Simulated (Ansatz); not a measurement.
TcO3(NH2) (TcNO₃H₂), 7 atoms. Hardware: 4 threads of Arm Neoverse V2 on a shared host.

In the def2 sets Tc takes a core potential; there is no spin–orbit coupling. Correlated methods freeze 4 core orbitals; core or outer-core shells of Tc are correlated, in sets that lack core-valence functions.

(1) How many basis functions does each of these Ansatz runs have, and roughly what does it cost? PBE0-D4/def2-TZVPD, charge 0 singlet, energy, from earlier orbitals; PBE-D4/def2-SVP, charge 0 singlet, energy, from earlier orbitals; PBE-D4/def2-TZVP, charge 0 singlet, energy, from earlier orbitals; r2SCAN-D4/def2-TZVPD, charge 0 singlet, energy, from earlier orbitals; ωB97X-V/def2-TZVP, charge 0 singlet, energy, from earlier orbitals; RPA@PBE/def2-TZVP, charge 0 singlet, energy, from earlier orbitals; r2SCAN-D4/def2-TZVP, charge 1 doublet at the geometry of the charge 0 singlet, energy, from earlier orbitals; PBE0-D4/def2-TZVPD, charge -1 doublet at the geometry of the charge 0 singlet, energy, from earlier orbitals; PBE0-D4/def2-SVP, charge -1 doublet at the geometry of the charge 0 singlet, energy with a search over starts; PBE0-D4/def2-TZVP, charge 0 singlet, energy and forces, from earlier orbitals; HF/def2-TZVP, charge 0 singlet, energy, from earlier orbitals; PBE-D4/def2-TZVP, charge 1 doublet at the geometry of the charge 0 singlet, energy, from earlier orbitals.

Answers

(1) Other jobs shared the machine, so times can vary by a factor of up to 3. A dash marks memory too small to be measured apart from the calling script's.

| run | functions | fitting or Cholesky vectors | wall time | peak host memory (GiB) |
| --- | --- | --- | --- | --- |
| PBE-D4/def2-SVP, charge 0 singlet, energy, from earlier orbitals | 97 | 1039 | 0.75 s | – |
| HF/def2-TZVP, charge 0 singlet, energy, from earlier orbitals | 176 | 1281 | 0.85 s | – |
| PBE-D4/def2-TZVP, charge 0 singlet, energy, from earlier orbitals | 176 | 1050 | 1.4 s | – |
| PBE0-D4/def2-TZVP, charge 0 singlet, energy and forces, from earlier orbitals | 176 | 1070 | 2.1 s | – |
| PBE0-D4/def2-TZVPD, charge 0 singlet, energy, from earlier orbitals | 215 | 1207 | 2.4 s | – |
| RPA@PBE/def2-TZVP, charge 0 singlet, energy, from earlier orbitals | 176 | 1277 | 3.1 s | – |
| PBE0-D4/def2-SVP, charge -1 doublet at the geometry of the charge 0 singlet, energy with a search over starts | 97 | 968 | 3.4 s | – |
| r2SCAN-D4/def2-TZVPD, charge 0 singlet, energy, from earlier orbitals | 215 | 1187 | 3.5 s | – |
| PBE-D4/def2-TZVP, charge 1 doublet at the geometry of the charge 0 singlet, energy, from earlier orbitals | 176 | 1050 | 4.2 s | – |
| ωB97X-V/def2-TZVP, charge 0 singlet, energy, from earlier orbitals | 176 | 1050 | 5.5 s | – |
| PBE0-D4/def2-TZVPD, charge -1 doublet at the geometry of the charge 0 singlet, energy, from earlier orbitals | 215 | 1207 | 6.5 s | 0.7 |
| r2SCAN-D4/def2-TZVP, charge 1 doublet at the geometry of the charge 0 singlet, energy, from earlier orbitals | 176 | 1050 | 7 s | – |
